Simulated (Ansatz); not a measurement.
Relaxation of a periodic cell of 18 atoms, H11C2NO4 (contents 4 H2O + 1 CH3CN, density as packed 0.82 g/cm³ with natural masses), to a largest force component of 0.3 eV/Å in at most 15 steps.

Method: DFT r2SCAN, scalar-relativistic, plane waves, PAW in Ansatz 0.2.0. Settings: accuracy low, cutoff 500 eV, k mesh 1x1x1, fermi-dirac smearing 0.05 eV, no spin polarisation.

```xyz
18
Lattice="6.1064 0.0000 0.0000 0.0000 6.1064 0.0000 0.0000 0.0000 6.1064" Properties=species:S:1:pos:R:3
O 0.926 0.852 3.897
H 1.546 1.060 4.611
H 0.897 1.662 3.368
O 3.331 4.485 2.273
H 3.021 5.395 2.393
H 2.951 4.218 1.423
O 0.751 2.454 6.214
H 1.621 2.086 5.999
H 0.201 2.215 5.453
O 3.754 2.184 4.299
H 2.859 2.022 4.634
H 4.157 2.752 4.972
C 3.389 5.356 4.985
C 3.673 6.419 5.946
N 3.903 7.277 6.721
H 2.741 5.732 4.191
H 4.318 4.994 4.541
H 2.889 4.524 5.484
```

Task: Where does it end, and by what steps?

Result: The forces met the threshold. The threshold is loose, so the end isn't yet a minimum. Limits of this set-up: coarse k mesh, low accuracy level. After 14 steps the energy has fallen by 2.531 eV; H11 moved furthest, 2.07 Å.

```csv
step,energy less start (eV),largest force component (eV/Å),accepted
0,0.0000,2.227,yes
1,-0.5317,0.834,yes
2,-0.6829,3.025,yes
3,-0.9489,2.585,yes
4,-1.2134,1.092,yes
5,-1.4013,1.001,yes
6,-1.5780,1.362,yes
7,-1.7832,0.934,yes
8,-1.9707,0.768,yes
9,-2.1412,0.609,yes
10,-2.2749,0.940,yes
11,-2.3723,0.379,yes
12,-2.4258,0.843,yes
13,-2.4741,0.627,yes
14,-2.5308,0.265,yes
```

```xyz
18
Lattice="6.1064 0.0000 0.0000 0.0000 6.1064 0.0000 0.0000 0.0000 6.1064" Properties=species:S:1:pos:R:3
O 0.792 0.887 3.477
H 1.204 1.504 4.095
H -0.080 1.292 3.342
O 2.551 4.303 2.215
H 2.058 5.091 2.487
H 1.943 3.815 1.630
O 1.217 2.593 6.515
H 1.933 1.982 6.765
H 0.413 2.216 6.903
O 4.494 2.486 3.587
H 3.835 3.011 3.101
H 4.169 2.446 4.494
C 3.699 5.268 5.199
C 3.830 6.469 5.982
N 3.909 7.438 6.604
H 2.740 5.295 4.665
H 4.517 5.195 4.478
H 3.705 4.396 5.869
```

Whether the end is a true minimum wasn't checked by a vibrational analysis.

Run time: 2.7 min on 1 thread of Arm Neoverse V1 (shared host), peak memory 0.51 GiB.
